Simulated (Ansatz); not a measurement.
Mulliken charges of C2H3ClOSi (`OC1=C[SiH]1Cl`) from PBE/def2-TZVPP in Ansatz (PBE0-D4/def2-TZVP geometry).

```csv
atom,x (Å),y (Å),z (Å),charge (e)
O1,1.677,0.700,0.834,-0.222
C2,0.547,0.285,0.273,0.053
C3,-0.730,0.055,0.634,-0.200
Si4,-0.435,-0.327,-1.089,0.341
Cl5,-0.281,-2.247,-1.792,-0.219
H6,1.529,0.867,1.774,0.198
H7,-1.318,0.122,1.541,0.109
H8,-0.897,0.487,-2.230,-0.060
```

Problem. By hand: the dipole of these point charges (1 e Å = 4.8032 D).

Solution. Σ q r = (-0.071, 0.385, 0.377) e Å, of length 0.544 e Å = 2.61 D.

Problem. How does the dipole of the full density compare? (Estimate.)

Solution. Ansatz gave: (-0.066, 0.274, 0.430) e Å, 2.47 D; the point charges give 1.06 times that, at 13° from its direction.

Point charges leave out the atoms' own dipoles, such as those of lone pairs, and Mulliken's split depends on the basis, so the close match here is no proof of good charges.
